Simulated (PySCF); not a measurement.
PySCF job for C4H12Ta, SMILES [CH3][Ta]([CH3])([CH3])[CH3] (connectivity only; charge and spin as stated), neutral, multiplicity 2, C-PCM-PBE0/def2-SVP. The structure is a stationary point at B3LYP-D3(BJ)/def2-SVP. The geometry has at least one imaginary mode, so it is a saddle point at that level. The spin state was assumed, not searched. The def2 effective core potentials stand for the cores of Ta; spin–orbit coupling is left out.

```python
import numpy as np
from pyscf import gto, scf, dft
from pyscf.solvent import pcm

mol = gto.M(
    atom='''
    Ta   -0.00000000    0.00000000   -0.00000000
    C     1.22430613   -1.22430613    1.29558803
    C     1.22430613    1.22430613   -1.29558803
    C    -1.22430613    1.22430614    1.29558802
    C    -1.22430614   -1.22430614   -1.29558801
    H     1.92040977   -0.65474142    1.94067503
    H     0.65474142   -1.92040977    1.94067503
    H     1.84302589   -1.84302590    0.61245239
    H     1.92040978    0.65474141   -1.94067504
    H     1.84302590    1.84302588   -0.61245241
    H     0.65474143    1.92040977   -1.94067504
    H    -1.92040977    0.65474144    1.94067503
    H    -1.84302589    1.84302590    0.61245239
    H    -0.65474141    1.92040978    1.94067503
    H    -0.65474143   -1.92040978   -1.94067503
    H    -1.92040977   -0.65474142   -1.94067503
    H    -1.84302590   -1.84302589   -0.61245239
    ''',
    basis='def2-SVP',
    ecp={'Ta': 'def2-svp'},
    charge=0,
    spin=1,
    max_memory=1600,
    verbose=3,
)
mf = dft.UKS(mol, xc='pbe0').density_fit(auxbasis='def2-universal-jkfit')
mf.grids.level = 3
mf.conv_tol = 1e-9
mf.max_cycle = 100
mf.kernel()
fine, coarse = mf.grids, dft.Grids(mol).set(level=1).build(with_non0tab=True)
for _ in range(3):  # follow internal instabilities
    mf.grids = coarse
    mo, _, stable, _ = mf.stability(return_status=True, nroots=4)
    mf.grids = fine
    if stable:
        break
    mf.kernel(mf.make_rdm1(mo, mf.mo_occ))
res = {}
for name, eps in {'water': 78.355, 'methanol': 32.613, 'diethylether': 4.24}.items():
    s = mf.PCM()
    s.with_solvent.method, s.with_solvent.eps, s.with_solvent.lebedev_order = 'C-PCM', eps, 17
    s.kernel(mf.make_rdm1())
    res[name] = (s.e_tot, eps, s.dip_moment(), s.mo_energy, s.converged)
    print(f'{name}: electrostatic solvation free energy {(s.e_tot - mf.e_tot) * 627.509474:.3f} kcal/mol')
```

Log of the run:

```

WARN: HOMO -0.446759594567685 >= LUMO -0.446759594567684


WARN: HOMO 0.0830944142891425 >= LUMO 0.0839970533782104

converged SCF energy = -216.273101341459  <S^2> = 0.75486807  2S+1 = 2.0048622
<class 'pyscf.df.df_jk.DFUKS'> wavefunction is stable in the internal stability analysis

WARN: PCM is an experimental feature. It is still in testing.
Features and APIs may be changed in the future.

converged SCF energy = -216.276075499425  <S^2> = 0.75481787  2S+1 = 2.0048121
Dipole moment(X, Y, Z, Debye):  0.00000,  0.00000,  0.00000
water: electrostatic solvation free energy -1.866 kcal/mol

WARN: PCM is an experimental feature. It is still in testing.
Features and APIs may be changed in the future.

converged SCF energy = -216.276017439908  <S^2> = 0.75481891  2S+1 = 2.0048131
Dipole moment(X, Y, Z, Debye):  0.00000,  0.00000,  0.00000
methanol: electrostatic solvation free energy -1.830 kcal/mol

WARN: PCM is an experimental feature. It is still in testing.
Features and APIs may be changed in the future.

converged SCF energy = -216.275364111847  <S^2> = 0.75483043  2S+1 = 2.0048246
Dipole moment(X, Y, Z, Debye):  0.00000,  0.00000,  0.00000
diethylether: electrostatic solvation free energy -1.420 kcal/mol
```

The run converged.

Cost: roughly 3 core-minutes.
